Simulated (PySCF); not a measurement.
# Radial density of Zr (zirconium, neutral)

UHF, [Kr] 4d2 5s2, high-spin 3F determinant. Calculation: PySCF 2.14, in cc-pVDZ-PP with ECP28MDF (4s4p3d1f, 38 functions); scalar relativity through the core potential. This is the valence pseudo-density: the core potential removes the inner electrons and smooths the orbitals near the nucleus.

```json
{"r (bohr)": "0.0368", "4πr²ρ (e/bohr)": "1.119e-05", "4πr²(ρα − ρβ)": "0.0000"}
{"r (bohr)": "0.0620", "4πr²ρ (e/bohr)": "3.456e-05", "4πr²(ρα − ρβ)": "0.0000"}
{"r (bohr)": "0.104", "4πr²ρ (e/bohr)": "0.0001373", "4πr²(ρα − ρβ)": "0.0000"}
{"r (bohr)": "0.175", "4πr²ρ (e/bohr)": "0.0009908", "4πr²(ρα − ρβ)": "0.0001"}
{"r (bohr)": "0.295", "4πr²ρ (e/bohr)": "0.01574", "4πr²(ρα − ρβ)": "0.0017"}
{"r (bohr)": "0.496", "4πr²ρ (e/bohr)": "0.4558", "4πr²(ρα − ρβ)": "0.0306"}
{"r (bohr)": "0.834", "4πr²ρ (e/bohr)": "5.484", "4πr²(ρα − ρβ)": "0.3082"}
{"r (bohr)": "1.40", "4πr²ρ (e/bohr)": "7.411", "4πr²(ρα − ρβ)": "0.9496"}
{"r (bohr)": "2.36", "4πr²ρ (e/bohr)": "1.880", "4πr²(ρα − ρβ)": "0.7539"}
{"r (bohr)": "3.97", "4πr²ρ (e/bohr)": "0.6886", "4πr²(ρα − ρβ)": "0.1321"}
{"r (bohr)": "6.68", "4πr²ρ (e/bohr)": "0.1019", "4πr²(ρα − ρβ)": "-0.0099"}
{"r (bohr)": "11.2", "4πr²ρ (e/bohr)": "0.001217", "4πr²(ρα − ρβ)": "-0.0003"}
```

Energies and moments cover only the electrons outside the core potential.

Where is the radial spin density 4πr²(ρα − ρβ) most negative, and why is it negative at all?

Around r = 6.68 bohr, down to -0.0099 e/bohr: exchange with the open shell polarises the paired shells in an unrestricted calculation.
